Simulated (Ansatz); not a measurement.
System: C3H9AlO (charge 0, singlet). 
Coordinates optimised at B3LYP-D3(BJ)/def2-TZVP (Ansatz, a first-principles code):
SMILES: C[O][Al]([CH3])[CH3]
```xyz
14

C      2.3275     0.3979    -0.3803
O      1.1742    -0.3989    -0.3010
Al    -0.4584    -0.1153     0.0716
C     -1.0527     1.6994     0.4994
C     -1.6374    -1.6671     0.0277
H      2.7477     0.3526    -1.3898
H      3.0871     0.0311     0.3168
H      2.1293     1.4504    -0.1432
H     -1.7807     1.7006     1.3153
H     -0.2311     2.3613     0.7818
H     -1.5515     2.1548    -0.3626
H     -2.5185    -1.4825    -0.5938
H     -2.0102    -1.9050     1.0290
H     -1.1309    -2.5540    -0.3570
```

Dipole moments at this geometry, in debye (magnitudes).

| level | program | dipole (D) |
|---|---|---|
| BLYP/def2-TZVPD | Ansatz | 0.82 |
| revPBE/def2-TZVPD | Ansatz | 0.81 |
| r2SCAN/def2-TZVPD | Ansatz | 0.84 |
| B97M-V/def2-TZVPD | Ansatz | 0.82 |
| B3LYP/def2-TZVPD | Ansatz | 0.87 |
| r2SCANh/def2-TZVPD | Ansatz | 0.86 |
| r2SCAN0/def2-TZVPD | Ansatz | 0.89 |
| HSE06/def2-TZVPD | Ansatz | 0.88 |
| CAM-B3LYP/def2-TZVPD | Ansatz | 0.91 |
| LC-wPBE/def2-TZVPD | Ansatz | 0.93 |
| wB97M-V/def2-TZVPD | Ansatz | 0.88 |
| wB97X-V/def2-TZVPD | Ansatz | ? |
| CCSD(T)/aug-cc-pV(D+d)Z | Ansatz | ? |

Complete the blanks.


- wB97X-V/def2-TZVPD, dipole (D): 0.90
- CCSD(T)/aug-cc-pV(D+d)Z, dipole (D): 0.87
